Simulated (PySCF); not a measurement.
**Deuteron quadrupole couplings in `CC(C)C1=C[SiH2]C(F)=C1`**

Compound: C7H11FSi.
SMILES with atom numbers: `[CH3:1][CH:2]([CH3:3])[C:4]1=[CH:5][SiH2:6][C:7]([F:8])=[CH:9]1` (hydrogens: H10, H11, H12 on C1; H13 on C2; H14, H15, H16 on C3; H17 on C5; H18, H19 on Si6; H20 on C9)

Cartesian coordinates in Å at the GFN2-xTB level; atoms count from 1:
```
atom  x, y, z in Å
C1    -1.944    1.081   -0.441
C2    -1.147   -0.192   -0.738
C3    -1.759   -1.397   -0.019
C4     0.294   -0.018   -0.348
C5     1.326   -0.087   -1.207
Si6    2.963    0.182   -0.327
C7     1.955    0.379    1.272
F8     2.447    0.625    2.506
C9     0.647    0.245    1.046
H10   -2.965    0.977   -0.802
H11   -1.977    1.278    0.628
H12   -1.487    1.937   -0.934
H13   -1.184   -0.378   -1.818
H14   -1.787   -1.235    1.056
H15   -1.172   -2.292   -0.215
H16   -2.776   -1.565   -0.367
H17    1.168   -0.277   -2.256
H18    3.838   -0.987   -0.277
H19    3.663    1.415   -0.685
H20   -0.108    0.320    1.813
```

Level: PBE0/pcSseg-1 (PySCF, non-relativistic); Q(2H) = 0.00286 b; rigid geometry, the same for H and D, with no vibrational averaging.

Task: Rank these positions by the coupling χzz of a deuteron there, largest first.
A. H20 (vinylic hydrogen)
B. H14 (methyl hydrogen)
C. H17 (vinylic hydrogen)
D. H19 (Si–H hydrogen)
E. H13 (methine hydrogen)

Result: C (230 kHz), A (224 kHz), B (212 kHz), E (196 kHz), D (110 kHz).

Task: What are Vzz, η and χzz (234.96 MHz × Q × Vzz) at all hydrogens?

Result: 
```
atom  bonded to  bond length (Å)  Vzz (au)     η  χzz (kHz)
 H10         C1            1.088    0.3154  0.02        212
 H11         C1            1.087    0.3157  0.03        212
 H12         C1            1.088    0.3132  0.02        210
 H13         C2            1.096    0.2924  0.02        196
 H14         C3            1.087    0.3155  0.03        212
 H15         C3            1.088    0.3132  0.02        210
 H16         C3            1.088    0.3152  0.02        212
 H17         C5            1.078    0.3416  0.06        230
 H18        Si6            1.461    0.1641  0.01        110
 H19        Si6            1.461    0.1641  0.01        110
 H20         C9            1.078    0.3333  0.06        224
```

Task: Average by the element that carries the hydrogen.

Result: on C: 213 kHz over 9 positions, mean bond length 1.087 Å; on Si: 110 kHz over 2 positions, mean bond length 1.461 Å.

Task: A static deuteron (I = 1) shows a doublet split by (3/2)χ, (3/4)χ(1 + η) and (3/4)χ(1 − η) with the field along z, y and x of the gradient. What are these for H16?

Result: With |χ| = 211.8 kHz and η = 0.019: 318, 162 and 156 kHz, to first order and without motion.

The structure is a single GFN2-xTB conformer in the gas phase; no vibrational or solvent corrections. GFN2-xTB bond lengths can be off by several hundredths of an ångström, more for odd bonds, and the gradients follow them. A larger basis could move these couplings by a tenth or more.
